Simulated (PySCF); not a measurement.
Q: Write a Z-matrix for `N(=C1/CC=C1)/[SiH3]` as optimised with PBE0-D3(BJ)/def2-SVP.

A: 
Z-matrix in Å and degrees, rows numbered from 1:
```
Si
N   1  1.7441
C   2  1.2599  1  127.16
C   3  1.4774  2  134.09  1  -179.74
C   4  1.3510  3   92.13  2   179.58
C   5  1.5159  4   95.65  3     0.12
H   1  1.4922  2  108.37  3   120.97
H   1  1.5030  2  114.11  3    -0.12
H   1  1.4921  2  108.35  3  -121.16
H   4  1.0915  3  133.29  2    -0.42
H   5  1.0923  4  132.91  3  -179.79
H   6  1.1031  3  115.14  2    64.49
H   6  1.1030  3  115.23  2   -63.46
```

N2 (C=N nitrogen) is bent (angle 127.2°). The 4-membered ring C3–C4–C5–C6 has internal angles of 83.2° to 95.7° (sum 360°, against 360° for a flat polygon); it is planar, 0.00 Å rms from its mean plane, widest ring torsion 0°. The C–C distances run from 1.351 Å (C4=C5, drawn double) to 1.555 Å (C3–C6, drawn single), a spread of 0.204 Å. The 6 heavy atoms lie in one plane (0.002 Å rms).

The calculation used PBE0-D3(BJ)/def2-SVP geometry optimisation, gas phase (PySCF 2.14.0).

Point group: Cs (tolerance 0.08 Å). Stationary, but not proved a minimum.

Time: 74 s; peak memory 0.50 GiB. Hardware: one thread, Arm Neoverse V1 (aarch64), shared host. This is the geometry optimisation.
